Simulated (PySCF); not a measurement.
Isomers of C2H7ClOSi, one GFN2-xTB conformer each. Single-point energies are computed at PBE0/pcSseg-1 (PySCF, gas phase, no added dispersion term), electronic only.

Task: Rank them by PBE0/pcSseg-1 energy, lowest first (kJ/mol).
A. `[CH3:1][CH2:2][O:3][SiH2:4][Cl:5]` with C1–C2–O3–Si4 164°, C2–O3–Si4–Cl5 -50°
B. `[SiH3:1][O:2][CH2:3][CH2:4][Cl:5]` with Si1–O2–C3–C4 -57°, O2–C3–C4–Cl5 75°

Result: A (0.0), B (172.5).

GFN2-xTB itself gives, in the same order: 0.0, 128.1. Both levels put the same isomer lowest.

Task: Which frontier levels, dipoles and rotational constants go with these structures?

Result: 
```csv
SMILES,"HOMO (eV, PBE0/pcSseg-1)",LUMO (eV),dipole (D),"A, B, C (MHz)"
CCO[SiH2]Cl,-8.43,0.70,1.49,"6609, 1520, 1314"
[SiH3]OCCCl,-8.12,0.55,1.69,"4815, 2074, 1553"
```
